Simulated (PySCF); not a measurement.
Geometry (Å), atoms numbered from 1 in this order:
```xyz
17

C    -3.132    0.041    0.407
C    -1.679    0.019    0.786
O    -1.276   -0.071    1.919
C    -0.755    0.118   -0.366
N    -1.180    0.216   -1.606
O    -0.114    0.287   -2.409
C     1.008    0.235   -1.677
C     0.679    0.126   -0.350
O     1.452    0.044    0.718
Si    3.074    0.039    0.919
H    -3.751   -0.036    1.296
H    -3.339   -0.782   -0.271
H    -3.351    0.963   -0.126
H     1.946    0.283   -2.190
H     3.115   -0.078    2.363
H     3.640    1.280    0.386
H     3.655   -1.093    0.193
```

PySCF calculation with GFN2-xTB geometry and shieldings: GIAO PBE0/pcSseg-1; no relativistic terms, no solvent, one computed conformer, rapidly exchanging positions averaged.

Referencing at the same level of theory: ¹³C vs TMS.

Q: Do the ¹³C shifts follow the atomic charges (in e)? Tabulate both.

A: 
```tsv
atoms	hybridisation	δ (ppm)	σ para (ppm)	Hirshfeld	IAO	Mulliken	ESP-fitted
C2	sp2	196.0	-251	+0.16	+0.38	+0.24	+0.53
C4	sp2	156.6	-230	+0.01	+0.01	+0.03	+0.32
C8	sp2	149.5	-213	+0.05	+0.15	+0.15	-0.00
C7	sp2	148.7	-220	-0.01	-0.06	+0.18	-0.03
C1	sp3	31.1	-97	-0.13	-0.48	-0.23	-0.53
```

Correlation coefficients of δ with charge over these carbons: Hirshfeld +0.92, IAO +0.95, Mulliken +0.94, ESP-fitted +0.94; with the paramagnetic shielding -0.99. Among the 4 sp2 carbons alone: Hirshfeld +0.93, IAO +0.88, Mulliken +0.55, ESP-fitted +0.89. With so few points, grouped by hybridisation, these coefficients are fragile. Charge is one influence among several: hybridisation and low-lying excitations act through the paramagnetic term.

Shifts are as computed. Against solution values, carbons near 30 ppm lie about +3 ppm off and those near 130 ppm about +5 ppm. Of 1309 compounds with measured shifts, 239 miss one by over three times the rms of a fit or turn the order of signals round; such compounds aren't used in these exercises.
